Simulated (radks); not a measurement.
Values are calculated unless marked as measured or tabulated.
Task: The mean radii <r> (bohr) of the occupied orbitals of an atom or ion are listed with their occupations. Code: a radial shooting solver on a logarithmic mesh with Libxc functionals. Model: scalar-relativistic Kohn-Sham, r2SCAN, spin-polarised, spherical densities, finite nucleus; meta-GGA in the generalised Kohn-Sham scheme; Fermi nuclear charge, rms radius of each element as measured or else 0.836 A^(1/3) + 0.57 fm.

| orbital | occ. | <r> |
|---|---|---|
| 1s down | 1 | 0.03610 |
| 1s up | 1 | 0.03610 |
| 2s up | 1 | 0.1579 |
| 2s down | 1 | 0.1579 |
| 2p up | 3 | 0.1377 |
| 2p down | 3 | 0.1377 |
| 3s up | 1 | 0.4421 |
| 3s down | 1 | 0.4421 |
| 3p up | 3 | 0.4450 |
| 3p down | 3 | 0.4451 |
| 3d up | 5 | 0.4329 |
| 3d down | 5 | 0.4329 |
| 4s up | 1 | 1.154 |
| 4s down | 1 | 1.148 |
| 4p up | 3 | 1.279 |
| 4p down | 3 | 1.269 |
| 4d up | 2 | 1.723 |
| 5d up | 1 | 4.999 |

Name the element and its charge. Open shells, if any, are filled with parallel spins first.

Result: Z = 41, niobium, charge +2: Nb2+ in [Kr] 4d2 5d1. The 1s radius gives Z: for a bare nucleus <r> = (2 gamma + 1)/(2Z) with gamma = sqrt(1 - (Z/c)^2), 0.03547 bohr for Z = 41, and screening makes it slightly larger (0.03610 here). The occupations add up to 39, and the charge is Z minus that.
